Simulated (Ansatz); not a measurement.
Reaction (formal exchange of groups at a C–Si bond): `C=C=C([SiH3])[SiH3]` + `BF` → `C=C=C([SiH3])BF` + SiH₄

Calculated with Ansatz (gas phase, PBE0-D4/def2-TZVP geometries, no zero-point term in ΔE). CCSD(T)/CBS is the MP2 limit (def2-TZVPP, def2-QZVPP) plus CCSD(T) − MP2 in def2-TZVPP, frozen cores. This one scheme is used for every species. Functionals use def2-TZVPP. B3LYP here is the variant with VWN-RPA as its local correlation; programs differ in this. One conformer a species, not always the lowest.

```
             level  ΔE (kcal/mol)  difference from CCSD(T)/CBS
            PBE-D4           -7.9                         -1.5
          B3LYP-D4           -7.2                         -0.8
           ωB97X-V           -7.3                         -0.9
           ωB97M-V           -7.4                         -1.0
            B2PLYP           -7.4                         -1.0
               PBE           -8.6                         -2.2
              PBE0           -8.1                         -1.7
             B3LYP           -8.3                         -1.9
     HF/def2-TZVPP           -7.5                         -1.1
   CCSD/def2-TZVPP           -6.9                         -0.5
CCSD(T)/def2-TZVPP           -6.8                         -0.4
    MP2/def2-QZVPP           -5.5                          0.9
SCS-MP2/def2-QZVPP           -5.7                          0.7
      HF/CBS(def2)           -7.4                         -1.0
     MP2/CBS(def2)           -5.4                          1.0
    CCSD/CBS(def2)           -6.5                         -0.1
       CCSD(T)/CBS           -6.4                            0
```

Largest T1 diagnostic among the species: 0.014.

The D4 term adds +1.1 kcal/mol with B3LYP and +0.6 kcal/mol with PBE0; it sums over pairs of atoms, weighted by their polarisabilities, and B3LYP, whose exchange is more repulsive, gets the larger term.
